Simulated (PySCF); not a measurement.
H2F6Si3, SMILES F[Si](F)(F)[SiH2][Si](F)(F)F, singlet (GFN2-xTB optimised geometry):

```
11

F      3.677     0.419    -2.143
Si     2.166    -0.069    -2.097
F      1.459     0.885    -3.153
F      2.231    -1.457    -2.866
Si     1.255    -0.114     0.000
Si    -1.033    -0.114     0.000
F     -1.739    -0.852    -1.218
F     -1.731     1.312     0.000
F     -1.690    -0.816     1.264
H      1.739    -1.312     0.712
H      1.738     1.051     0.764
```

Level of theory: PySCF 2.14.0 with PBE0/def2-TZVP.

Question: What are the frontier orbital energies and the dipole moment?

Answer: HOMO-2 -11.32 eV, HOMO-1 -10.75 eV, HOMO -10.29 eV, LUMO -1.79 eV, LUMO+1 -1.77 eV; dipole moment 2.81 D.

On the same geometry PBE/def2-TZVP (PySCF) gives HOMO-2 -9.83 eV, HOMO-1 -9.30 eV, HOMO -8.88 eV, LUMO -2.57 eV, LUMO+1 -2.54 eV; dipole moment 2.60 D.

Meta-Löwdin charges at PBE0/def2-TZVP: F1 -0.49, Si2 1.48, F3 -0.49, F4 -0.48, Si5 0.00, Si6 1.48, F7 -0.49, F8 -0.48, F9 -0.49, H10 -0.02, H11 -0.02.
